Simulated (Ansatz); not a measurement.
Geometry optimisation, RKS PBE0/def2-SVP (Ansatz 0.2.0).

Input:

```yaml
crystal:
  periodic: [false, false, false]
  atoms:
    - { symbol: Ge, position_ang: [0.217779, 0.0, -0.036197] }
    - { symbol: Cl, position_ang: [0.44963, 0.0, 2.160451] }
    - { symbol: H, position_ang: [1.660523, 0.0, -0.550077] }
    - { symbol: H, position_ang: [-0.513409, 1.293485, -0.412925] }
    - { symbol: H, position_ang: [-0.513409, -1.293485, -0.412925] }
    - { symbol: Br, position_ang: [-3.200405, 0.0, 1.111973] }
    - { symbol: H, position_ang: [-2.117009, 0.0, 2.148001] }
basis:
  gaussian: { orbitals: def2-SVP }
hamiltonian:
  xc: pbe0
relax:
  f_tol: 0.03
  max_steps: 50
```

Command:

```bash
$ ansatz run input.yaml --threads 2 --pin off --max-ram 3072MiB --backend cpu --events-out ev --progress --plain --runs-dir out
```

Problem. Where does it end, and by what steps?

Solution. It converged. After 7 steps the energy has fallen by 0.107 eV; Br6 moved furthest, 0.50 Å.

```json
{"step": "0", "energy less start (eV)": "0.0000", "largest force component (eV/Å)": "1.101", "accepted": "yes"}
{"step": "1", "energy less start (eV)": "-0.0811", "largest force component (eV/Å)": "0.257", "accepted": "yes"}
{"step": "2", "energy less start (eV)": "-0.0888", "largest force component (eV/Å)": "0.212", "accepted": "yes"}
{"step": "3", "energy less start (eV)": "-0.0971", "largest force component (eV/Å)": "0.098", "accepted": "yes"}
{"step": "4", "energy less start (eV)": "-0.1021", "largest force component (eV/Å)": "0.111", "accepted": "yes"}
{"step": "5", "energy less start (eV)": "-0.1058", "largest force component (eV/Å)": "0.041", "accepted": "yes"}
{"step": "6", "energy less start (eV)": "-0.1067", "largest force component (eV/Å)": "0.064", "accepted": "yes"}
{"step": "7", "energy less start (eV)": "-0.1068", "largest force component (eV/Å)": "0.027", "accepted": "yes"}
```

```xyz
7
Properties=species:S:1:pos:R:3
Ge 0.317 0.000 -0.092
Cl 0.266 0.000 2.093
H 1.802 0.000 -0.478
H -0.397 1.273 -0.553
H -0.397 -1.273 -0.553
Br -3.470 0.000 1.530
H -2.137 0.000 2.061
```

Time of the run: 23 s on 2 threads of Arm Neoverse V2 (shared host), peak memory 0.25 GiB.
